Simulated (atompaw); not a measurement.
# Before and after: PAW (atompaw) potential for Ce

atompaw 4.2.0.5 input, output lines left out:

```
Ce 58
LDA-PW scalarrelativistic loggrid 2001 logderivrange -5 5 251
6 6 5 4 0 0
6 0 1
6 1 0
5 2 1
4 3 1
0 0 0
c
c
c
c
v
v
c
c
c
v
v
c
c
v
v
3
2.95 2.40 2.90 1.95
n
n
y
1.3
n
y
-0.45
n
custom rrkj gramschmidtortho gaussian
4 0 troulliermartins
2.15
2.95
2.50
2.95
2.95
2.95
0.90
0.90
```

Change: waves 5s (bound); 6s (bound); 5p (bound); 6p (bound); 5d (bound); 5d channel at 1.3 Ry; 4f (bound); 4f channel at -0.45 Ry; augmentation gaussian compensation charge, radius 2.40 bohr; PAW radius 2.95 bohr; waves and projectors: bloechl.

Cutoffs: the cutoffs (Ry, on a coarse ladder) from which the occupation-weighted sum of valence levels, in a spherical-Bessel basis at the reference potential, stays within 10 and 1 mRy of its value at 400 Ry; they do not see the model core or the augmentation charge, which bear on the density cutoff.

Q: What does the change do?

A: The potential gets softer (160 Ry and 260 Ry → 25 Ry and 30 Ry); the bound ghost in s disappears; the range in which the s phases agree widens (upper end -0.4 → 2.4); the range in which the p phases agree widens (upper end 0.7 → 4.5).

```tsv
quantity	base	changed
cutoff, loose	160 Ry	25 Ry
cutoff, tight	260 Ry	30 Ry
loose cutoff by channel (10 mRy a level)	s 10 Ry, p 10 Ry, d 8 Ry, f 160 Ry	s 8 Ry, p 12 Ry, d 12 Ry, f 21 Ry
bound ghosts	s	none
s: phases at 2.97 bohr within 0.05 rad from the reference energy up to (Ry; the scan ends near 5)	-0.4	2.4
p: phases at 2.97 bohr within 0.05 rad from the reference energy up to (Ry; the scan ends near 5)	0.7	4.5
d: phases at 2.97 bohr within 0.05 rad from the reference energy up to (Ry; the scan ends near 5)	2.4	to the end of the scan
f: phases at 2.97 bohr within 0.05 rad from the reference energy up to (Ry; the scan ends near 5)	2.0	0.8
lowest overlap eigenvalue by channel	s 0.09, p 0.03, d 0.15, f 0.98	s 0.47, p 0.71, d 0.90, f 1.00
```

 A true bound ghost makes a file unfit for plane-wave use even where its test errors are small: the radial tests pick states by their node count and pass the ghost by. The cutoffs see the waves, projectors and local potential, not the compensation charge or the core.
